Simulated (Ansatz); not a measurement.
`[F][SnH2][I]` + H₂S → `[F][SnH2][SH]` + HI at 400 K and 1 bar (ligand exchange at the Sn–I bond).

Calculated with Ansatz (gas phase, PBE0-D4/def2-TZVP geometries, no zero-point term in ΔE). CBS: MP2 limit from def2 TZ/QZ plus the TZ coupled-cluster correction, frozen cores. This one scheme is used for every species. def2 core potentials past Kr. For I, Sn outer-core shells are correlated without core-valence functions, which leaves a few kJ/mol of doubt a bond. One conformer a species, not always the lowest.

```csv
species,CCSD(T)/CBS energy (Eh),H − E (kJ/mol),S (J/(mol·K))
`[F][SnH2][I]`,-612.52381,66.1,351.3
H₂S,-398.97279,53.4,215.9
`[F][SnH2][SH]`,-713.44162,91.1,348.0
HI,-298.03592,25.7,215.0
```

H − E and S are ideal-gas, rigid-rotor, harmonic terms from PBE0-D4/def2-TZVP, for one conformer and one mirror image of each species. 1 Eh = 2625.50 kJ/mol, R = 8.31446 J/(mol·K).

Task: By hand: ΔE, ΔH, ΔS and ΔG.

Result: ΔE = (-713.44162) + (-298.03592) − (-612.52381) − (-398.97279) = 0.01906 Eh = 50.0 kJ/mol. Δ(H − E) = 91.1 + 25.7 − 66.1 − 53.4 = -2.7, so ΔH = 47.3 kJ/mol. ΔS = 348.0 + 215.0 − 351.3 − 215.9 = -4.2 J/(mol·K). ΔG = 47.3 − 400 × (-4.2)/1000 = 49.0 kJ/mol.

Task: By hand: the equilibrium constant, and the temperature at which ΔG would vanish if ΔH and ΔS stayed fixed.

Result: log₁₀ K = −ΔG/(RT ln 10) = -6.4. ΔH and −TΔS have one sign here, so there is no such temperature.

The number of gas molecules stays the same, so ΔS is small and ΔH decides. A doubt of 5 kJ/mol in ΔE shifts log₁₀ K by 0.7 here. Other conformers and mirror images would add mixing entropy, several J/(mol·K) or more a flexible species. These are equilibria of isolated gas molecules and say nothing of rates. Largest T1 diagnostic: 0.013 (customary marks: 0.02 for closed shells, 0.045 for open ones).

ΔS is within the doubt of such terms, so its sign, and with it that verdict, could turn.
